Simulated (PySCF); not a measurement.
A GIAO shielding run with PySCF (density fitting, non-relativistic, gas phase) on SMILES [SiH2]([SiH](C)C)O, C₂H₁₀OSi₂:

```
{"job": {"kind": "nmr", "xc": "PBE0", "basis": "def2-SVP", "pop": true}, "charge": 0, "multiplicity": 1}
C      1.552117    -1.038505    -0.984338
Si     0.387948     0.414162    -0.689314
C      1.091717     1.594463     0.600639
Si    -1.662005    -0.406893     0.083066
O     -1.268057    -1.201107     1.510753
H      1.150865    -1.719149    -1.750750
H      2.543273    -0.692809    -1.317525
H      1.678894    -1.611125    -0.052418
H      0.156822     1.149911    -1.977326
H      1.209588     1.070506     1.561908
H      0.421392     2.452847     0.760358
H      2.076020     1.980388     0.292241
H     -2.310716    -1.348778    -0.892381
H     -2.661647     0.686783     0.336233
H     -1.994056    -1.613917     1.987465
```

Hardware: 1 thread of an Arm Neoverse V2, shared host. The job also computes population analyses, field gradients.

Problem. How large is the calculation?

Solution. 58 electrons, 128 basis functions and 717 auxiliary functions.

Problem. How long does it take?

Solution. 9.6 s of wall time, with 13 SCF cycles and 4 response iterations. Times on a shared host scatter by some tens of per cent.

Problem. And these other runs on the same molecule and hardware: GIAO shielding at B97-2/pcSseg-1; GIAO shielding at BHandHLYP/pcSseg-1; GIAO shielding at CAM-B3LYP/pcSseg-1; GIAO shielding at LC-wPBE/pcSseg-1; GIAO shielding at PBE0/6-311+G(2d,p); GIAO shielding at PBE0/6-31G?

Solution. B97-2/pcSseg-1: 149 functions, 11 s; BHandHLYP/pcSseg-1: 149 functions, 11 s; CAM-B3LYP/pcSseg-1: 149 functions, 15 s; LC-wPBE/pcSseg-1: 149 functions, 22 s; PBE0/6-311+G(2d,p): 211 functions, 20 s; PBE0/6-31G: 73 functions, 6 s.
